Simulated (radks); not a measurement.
Values are calculated unless marked as measured or tabulated.
Si2+, 12 electrons, occupied as [Ne] 3s2 (the NIST ground configuration). Code: a radial shooting solver on a logarithmic mesh with Libxc functionals. Model: non-relativistic Kohn-Sham, r2SCAN, spin-polarised, spherical densities, point nucleus; meta-GGA in the generalised Kohn-Sham scheme.

Normalised radial functions P(r) = r R(r), r in bohr:

```
   r/bohr * 2s (the largest magnitude, 1.38, reaches the edge; | marks zero)
 0.004042                             | *
 0.005138                             |  *
 0.006479                             |  *
 0.008237                             |   *
  0.01047                             |    *
  0.01331                             |     *
  0.01679                             |      *
  0.02134                             |       *
  0.02713                             |         *
  0.03449                             |          *
  0.04349                             |           *
  0.05529                             |            *
  0.07029                             |           *
  0.08936                             |         *
   0.1127                             |      *
   0.1433                             | *
   0.1821                        *    |
   0.2315                *            |
    0.292         *                   |
   0.3712   *                         |
   0.4718  *                          |
   0.5998     *                       |
   0.7564          *                  |
   0.9616                 *           |
    1.222                       *     |
    1.554                           * |
     1.96                            *|
    2.491                             *
    3.167                             *
    4.026                             *
    5.078                             *
    6.455                             *
```

2s: eigenvalue -164.17 eV, 1 radial node at r = 0.153 bohr, <r> = 0.567 bohr, 90 % of the charge inside 0.891 bohr.
